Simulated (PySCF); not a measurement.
C10H8Se. Atoms are numbered in the order given.

```xyz
19

C     -3.8056     0.4456    -0.4098
C     -3.1289    -0.7731    -0.3895
C     -1.7400    -0.8030    -0.3141
C     -0.9943     0.3851    -0.2483
C      0.4676     0.3688    -0.1729
C      1.3499     1.3274    -0.6104
C      2.7276     1.0381    -0.3941
C      2.9710    -0.1564     0.2235
Se     1.3994    -1.0567     0.6071
C     -1.6903     1.6057    -0.2602
C     -3.0783     1.6340    -0.3466
H     -4.8959     0.4695    -0.4717
H     -3.6868    -1.7110    -0.4421
H     -1.2190    -1.7644    -0.3269
H      1.0113     2.2334    -1.1171
H      3.5290     1.7121    -0.7040
H      3.9390    -0.5818     0.4860
H     -1.1328     2.5410    -0.1785
H     -3.5985     2.5949    -0.3517
```
Charge 0, spin multiplicity 1.

Geometry optimised at PBE0-D3(BJ)/def2-SVP. One conformer was computed; it need not be the lowest.

Calculation: TDA-PBE/def2-SVP in PySCF 2.14.0.

Vertical excitations. 

Computed UV-visible absorptions:
```
state  energy (eV)  λ (nm)      f                                                             main pairs
-----  -----------  ------  -----  ---------------------------------------------------------------------
S1            4.24     292  0.032                                     HOMO→LUMO+1 71 %, HOMO−2→LUMO 20 %
S2            4.29     289  0.367                                       HOMO→LUMO 64 %, HOMO−1→LUMO 19 %
S3            4.53     274  0.133                                       HOMO−1→LUMO 63 %, HOMO→LUMO 17 %
S4            4.73     262  0.017                                                     HOMO−1→LUMO+1 96 %
S5            4.82     257  0.037                   HOMO→LUMO+2 44 %, HOMO−2→LUMO 24 %, HOMO−3→LUMO 12 %
S6            4.89     254  0.009  HOMO−2→LUMO 36 %, HOMO→LUMO+2 20 %, HOMO−3→LUMO 17 %, HOMO→LUMO+1 9 %
T1            2.93     423      0                                                         HOMO→LUMO 97 %
T2            3.70     335      0                                                       HOMO−1→LUMO 98 %
```
Triplets are in the Tamm–Dancoff approximation.
